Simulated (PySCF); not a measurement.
## N⁺ (nitrogen, charge +1) across methods

[He] 2s2 2p2, high-spin 3P determinant. All numbers are calculated (PySCF 2.14, the non-relativistic Hamiltonian (point nucleus), in dyall-av3z (15s9p3d2f, 71 functions)).

```csv
method,E (hartree),mean ε 2s α (eV),mean ε 2s β (eV),mean ε 2p α (eV),Σ⟨r²⟩ (bohr²),⟨S²⟩
BP86,-54.0539,-33.585,-30.243,-22.067,7.819,2.002
UHF,-53.89377,-44.160,-35.535,-30.382,7.751,2.007
TPSSh,-54.0737,-35.243,-30.921,-23.188,7.781,2.003
r2SCAN,-54.0393,-34.661,-30.219,-22.802,7.772,2.004
LDA,-53.5851,-33.373,-29.977,-22.010,7.888,2.002
PBE0,-54.0061,-36.365,-31.818,-24.244,7.796,2.003
M06-L,-54.0636,-34.423,-30.290,-22.466,7.691,2.004
wB97M-V,-54.0612,-38.623,-34.731,-26.488,7.865,2.002
```

Q: Estimate the same row for PBE.

A: E (hartree) = -53.9942; mean ε 2s α (eV) = -33.541; mean ε 2s β (eV) = -30.064; mean ε 2p α (eV) = -22.023; Σ⟨r²⟩ (bohr²) = 7.846; ⟨S²⟩ = 2.002.
